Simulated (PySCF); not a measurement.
Species, as SMILES: O=BF.
Geometry (B3LYP-D3(BJ)/def2-TZVP, fixed):
```xyz
3

F      0.0000     0.0000    -1.1989
B      0.0000     0.0000     0.0871
O      0.0000     0.0000     1.2943
```
Charge 0, spin multiplicity 1.

How fast the isotropic shielding of O3 converges with the basis for several methods (PySCF): deviation from each method's own reference, in ppm. References: HF 206.29 ppm, the value in pcseg-3; PBE 192.36 ppm, the value in pcseg-3; PBE0 194.25 ppm, the value in pcseg-3. All functions are spherical. No added dispersion term, no relativity. GIAO; atoms are numbered in the order shown.

```json
[
 {"basis": "STO-3G", "functions": "15", "HF": "___", "PBE": "12.06", "PBE0": "14.35"},
 {"basis": "pcseg-0", "functions": "27", "HF": "___", "PBE": "10.31", "PBE0": "8.63"},
 {"basis": "6-31G", "functions": "27", "HF": "___", "PBE": "0.41", "PBE0": "-2.24"},
 {"basis": "cc-pVDZ", "functions": "42", "HF": "___", "PBE": "14.13", "PBE0": "13.56"},
 {"basis": "pcseg-1", "functions": "42", "HF": "___", "PBE": "9.84", "PBE0": "9.30"},
 {"basis": "def2-SVP", "functions": "42", "HF": "___", "PBE": "10.21", "PBE0": "10.28"},
 {"basis": "6-311++G(2d,2p)", "functions": "81", "HF": "___", "PBE": "4.27", "PBE0": "4.34"},
 {"basis": "pcseg-2", "functions": "90", "HF": "___", "PBE": "-1.89", "PBE0": "-1.85"},
 {"basis": "pcSseg-2", "functions": "108", "HF": "___", "PBE": "-2.51", "PBE0": "-1.33"},
 {"basis": "jun-cc-pV(T+d)Z", "functions": "117", "HF": "___", "PBE": "6.20", "PBE0": "6.27"},
 {"basis": "cc-pCVTZ", "functions": "129", "HF": "___", "PBE": "-1.54", "PBE0": "-0.20"},
 {"basis": "aug-cc-pVTZ", "functions": "138", "HF": "___", "PBE": "6.06", "PBE0": "6.20"}
]
```

Task: Complete the blanks.

Result: 
- STO-3G, HF: 19.28
- pcseg-0, HF: 2.73
- 6-31G, HF: -9.44
- cc-pVDZ, HF: 11.76
- pcseg-1, HF: 7.31
- def2-SVP, HF: 10.14
- 6-311++G(2d,2p), HF: 4.00
- pcseg-2, HF: -2.24
- pcSseg-2, HF: 1.48
- jun-cc-pV(T+d)Z, HF: 5.70
- cc-pCVTZ, HF: 2.15
- aug-cc-pVTZ, HF: 5.77

Mean absolute deviation over 6-311++G(2d,2p), pcseg-2, pcSseg-2, jun-cc-pV(T+d)Z, cc-pCVTZ, aug-cc-pVTZ: PBE0 3.37, HF 3.56, PBE 3.74 ppm.
